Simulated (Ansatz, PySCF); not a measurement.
Species: bromo(fluoro)methane, CH2BrF (charge 0, singlet). 
Structure (B3LYP-D3(BJ)/def2-TZVP (Ansatz, a first-principles code) minimum search):
```xyz
5

F     -1.8086     0.8720    -0.1203
C     -1.1928    -0.3299     0.0514
Br     0.7524    -0.1183     0.0147
H     -1.4463    -0.7339     1.0269
H     -1.4520    -0.9932    -0.7682
```
Charge 0, spin multiplicity 1.

Quantity: vertical ionisation energy (to the doublet state of charge +1; each state is the SCF solution reached for its spin), in eV. Correlated levels leave the core frozen unless marked. UHF or UKS for open shells. Spin-orbit coupling is left out. Frozen are the shells of the preceding noble gas and the d and f shells that filled before the atom's block. No relativistic terms. 

| level | program | vertical ionisation energy (eV) |
|---|---|---|
| HF/aug-cc-pVDZ | Ansatz | 10.11 |
| HF/aug-cc-pVQZ | Ansatz | 10.02 |
| SVWN5/def2-TZVPD | Ansatz | 10.90 |
| PBE/def2-TZVPD | Ansatz | 10.70 |
| r2SCAN/def2-TZVPD | Ansatz | 10.85 |
| PBE0/def2-TZVPD | Ansatz | 10.91 |
| CAM-B3LYP/def2-TZVPD | Ansatz | 11.04 |
| wB97M-V/def2-TZVPD | Ansatz | 10.95 |
| wB97X-V/def2-TZVPD | Ansatz | 11.01 |
| B2PLYP/def2-TZVPD | Ansatz | 10.95 |
| MP2/aug-cc-pVDZ | Ansatz | 10.97 |
| RI-MP2/aug-cc-pVTZ | Ansatz | 11.07 |
| RI-MP2/aug-cc-pVQZ | Ansatz | 11.16 |
| CCSD(T)/aug-cc-pVDZ | Ansatz | 10.87 |

For comparison, minus the highest occupied orbital energy (PySCF): 9.07 eV at MN15/def2-TZVPD, 7.12 eV at TPSS/def2-TZVPD, 7.65 eV at TPSSh/def2-TZVPD.
